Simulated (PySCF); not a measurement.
**Property card for `c1ccc(-c2cccs2)cc1`**

Species: C₁₀H₈S.
SMILES with atom numbers: `[cH:1]1[cH:2][cH:3][c:4](-[c:5]2[cH:6][cH:7][cH:8][s:9]2)[cH:10][cH:11]1` (hydrogens: H12 on C1; H13 on C2; H14 on C3; H15 on C6; H16 on C7; H17 on C8; H18 on C10; H19 on C11)

Among its groups: benzene ring and aromatic ring with sulfur.

From GFN2-xTB geometry:

```
Point group of the GFN2-xTB geometry                  : Cs
Rotational constants A, B, C of the GFN2-xTB geometry : 2.811, 0.617, 0.506 GHz
```

**PBE0/pcSseg-1 ground state and GIAO shieldings, non-relativistic (PySCF)**

```
Dipole moment                                               : 0.55 D
HOMO energy                                                 : -6.21 eV
LUMO energy                                                 : -1.31 eV
HOMO–LUMO gap                                               : 4.90 eV
Lowest Hirshfeld atomic charge                              : -0.08 e on C8
Highest Hirshfeld atomic charge                             : +0.11 e on S9
13C chemical shifts (computed TMS as zero) by class         : 154.8 (C5), 138.4 (C4), 134.3 (C2/C11), 132.7 (C1), 132.5 (C7), 132.4 (C8), 129.1 (C3/C10), 125.7 (C6) ppm
1H chemical shifts (computed TMS as zero) by class          : 8.05 (H14/H18), 7.68 (H15), 7.62 (H13/H19), 7.43 (H12), 7.19 (H16), 7.10 (H17) ppm
Isotropic shieldings of nuclei other than C and H, by class : 288 (S9) ppm
Mayer bond orders between heavy atoms                       : C1–C2 1.43, C2–C3 1.47, C3–C4 1.38, C4–C5 1.02, C5–C6 1.57, C6–C7 1.29, C7–C8 1.57, C8–S9 1.17, C4–C10 1.42, C10–C11 1.46, C11–C1 1.42, S9–C5 1.16
```

Monoisotopic mass (most abundant isotopes): 160.0347 u.

With B = h/(8π²I), that is 505.379 GHz u Å² over I, the principal moments of inertia are 179.8, 819.1 and 998.9 u Å² (most abundant isotopes). A dipole of 0.55 D is allowed in Cs, and pure rotational transitions are dipole-allowed. The rotational constants make it an asymmetric top with κ = (2B − A − C)/(A − C) = -0.90, nearer the prolate limit (−1). The dipole equals about 1.8 × 10⁻³⁰ C·m (1 D = 3.33564 × 10⁻³⁰ C·m).

Isolated species at its GFN2-xTB geometry (one conformer only). NMR classes are plain means over equivalent atoms (diastereotopic ones count apart unless rotation or inversion swaps them), as if these changed places fast; in this geometry the members of some classes differ.

The values belong to the conformer `[cH:1]1[cH:2][cH:3][c:4](-[c:5]2[cH:6][cH:7][cH:8][s:9]2)[cH:10][cH:11]1`: C3–C4–C5–C6 180°.
